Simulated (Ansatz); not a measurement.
A nudged elastic band was laid between two geometries of FH + H4OSn (8 atoms, charge 0, multiplicity 1).

Computed with RKS PBE-D4/def2-SVP (Ansatz).

* movable images: 7
* climbing image: yes
* spring: 5.0 eV/Å²
* optimiser: quadratic models (default)
* start path: through a guess of the saddle point
* force threshold: 0.05 eV/Å
* iteration limit: 60
* end points: relaxed

Initial state:

```xyz
8
Properties=species:S:1:pos:R:3
Sn -0.069 0.063 -0.090
O 0.095 -0.073 1.965
H -0.777 -0.059 2.404
H 1.542 0.303 -0.616
H -1.032 1.493 -0.297
H -0.894 -1.315 -0.710
F 1.257 -2.116 1.258
H 0.843 -1.421 1.810
```

Final state:

```xyz
8
Properties=species:S:1:pos:R:3
Sn 0.298 -0.119 -0.307
O -0.520 -0.338 2.370
H -1.042 -1.159 2.445
H 1.282 -0.250 -1.732
H 0.061 1.523 0.137
H -1.090 -1.129 -0.466
F 1.569 -0.974 0.988
H 0.407 -0.679 2.290
```

Task: What changes between the two ends?

Result: Bonds broken: Sn1–O2, F7–H8. Bonds formed: Sn1–F7, O2–H8. FH + H4OSn becomes FH3Sn + H2O.

Task: What energy profile does the band end with?

Result: It converged. The highest image is number 3 of 0 to 8, 0.166 eV above the first end and 0.448 eV above the last; the last end lies 0.282 eV below the first. The profile has 2 maxima (images 3, 6) with wells between them (image 5): this band takes more than one step, which may be the mechanism or a detour left from its start path. A vibrational analysis at the climbing image gives one clearly imaginary mode, 340i cm⁻¹: a first-order saddle point. The orbitals stay closed-shell, which can raise the energy where a bond breaks towards radicals; this wasn't checked here.

```tsv
image	path coordinate (Å)	energy (eV)	Sn1–O2 (Å)	F7–H8 (Å)	Sn1–F7 (Å)
0	0.00	0.000	2.07	0.98	2.89
1	0.25	0.025	2.09	1.00	2.66
2	0.51	0.103	2.14	1.06	2.46
3	0.76	0.166	2.21	1.20	2.29
4	1.76	-0.111	2.60	1.63	2.04
5	2.76	-0.133	3.37	1.81	1.99
6	3.76	-0.107	3.37	1.79	1.99
7	4.76	-0.196	3.09	1.77	2.00
8	5.77	-0.282	2.81	1.77	2.01
```

Task: What is the geometry of the highest image?

Result: 
```xyz
8
Properties=species:S:1:pos:R:3
Sn 0.060 -0.150 -0.113
O 0.164 -0.045 2.092
H -0.709 -0.104 2.525
H 1.608 0.251 -0.738
H -0.942 1.287 -0.116
H -0.876 -1.393 -0.861
F 1.020 -1.871 1.050
H 0.639 -1.100 1.886
```

Run time: 2.4 min on 1 thread of AMD EPYC 9R45 96-Core Processor (Zen 5) (shared host), peak memory 0.16 GiB.
